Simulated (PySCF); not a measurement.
Molecule: SMILES C=C[SiH2][Si@H](N)F, C2H8FNSi2.

Mapped SMILES: `[CH2:1]=[CH:2][SiH2:3][Si@H:4]([NH2:5])[F:6]` (H(Xn): hydrogen on atom n). Ha(C1) is cis to Si3; Ha(Si3) is pro-R; Hb(Si3) is pro-S; Hb(C1) is trans to Si3.

Geometry GFN2-xTB throughout; GIAO in PySCF 2.14.0 with density-fitted response routines, gas phase, one conformer, non-relativistic; equivalent atoms averaged; functional PBE0.

A run gave: C2 128.1, Si4 7.3, Si3 -62.5, Hb(C1) 6.34, Ha(C1) 6.22, H(Si4) 5.95, Hb(Si3) 4.21, Ha(Si3) 4.11, H(N5) 0.28 ppm (shifts δ (against TMS at the same level)).

Question: Which basis set was used in that run?
A. ANO-RCC-VDZP
B. cc-pVDZ
C. pcSseg-1
D. 6-31++G**

Answer: B. H(N5) tells them apart best: cc-pVDZ gives 0.28, ANO-RCC-VDZP gives 0.63, 6-31++G** gives 0.66, pcSseg-1 gives 0.56 ppm.
